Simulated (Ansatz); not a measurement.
A nudged elastic band was laid between two geometries of CH6BGeI (10 atoms, charge 0, multiplicity 1).

Computed with Ansatz 0.2.0, RKS B3LYP/def2-SVP.

```yaml
movable_images: 7
climbing_image: yes
spring: 5.0 eV/Å²
optimiser: fire
start_path: IDPP
force_threshold: 0.05 eV/Å
iteration_limit: 46
end_points: relaxed
```

Initial state:

```xyz
10
Properties=species:S:1:pos:R:3
C -0.425 1.381 -0.671
B -0.533 -0.154 -0.403
Ge 0.777 -1.151 0.876
I -2.085 -1.303 -1.365
H 0.597 1.623 -1.019
H -0.532 1.918 0.292
H -1.152 1.794 -1.385
H 0.496 -2.661 1.000
H 0.707 -0.529 2.293
H 2.235 -0.969 0.386
```

Final state:

```xyz
10
Properties=species:S:1:pos:R:3
C -0.403 1.427 -0.639
B -0.508 -0.111 -0.406
Ge 0.759 -1.176 0.861
I -2.035 -1.254 -1.421
H 0.623 1.675 -0.972
H -0.511 1.942 0.336
H -1.123 1.858 -1.348
H 1.806 -0.261 1.541
H 1.522 -2.268 0.078
H -0.046 -1.883 1.974
```

Q: What changes between the two ends?

A: No bond is made or broken. The dihedral I4–B2–Ge3–H8 goes from 0 to -180°.

Q: What energy profile does the band end with?

A: The run converged. The highest image is number 0 of 0 to 8, 0.0 kcal/mol above the first end and 0.2 kcal/mol above the last; the last end lies 0.2 kcal/mol below the first. The highest image is an end point: on this band no image between the ends rises above it. Between wells the path still climbs a hump at image 5, 0.01 eV above the well before it.

```tsv
image	path coordinate (Å)	energy (kcal/mol)	dihedral I4–B2–Ge3–H8 (°)
0	0.00	0.0	0
1	0.80	-0.1	-22
2	1.60	-0.2	-44
3	2.40	-0.2	-66
4	3.20	-0.1	-88
5	4.01	0.0	-112
6	4.81	0.0	-136
7	5.62	-0.2	-159
8	6.43	-0.2	-180
```

The run took 9.9 min on 2 threads of Arm Neoverse V2, with other jobs on the host, peak memory 0.33 GiB.
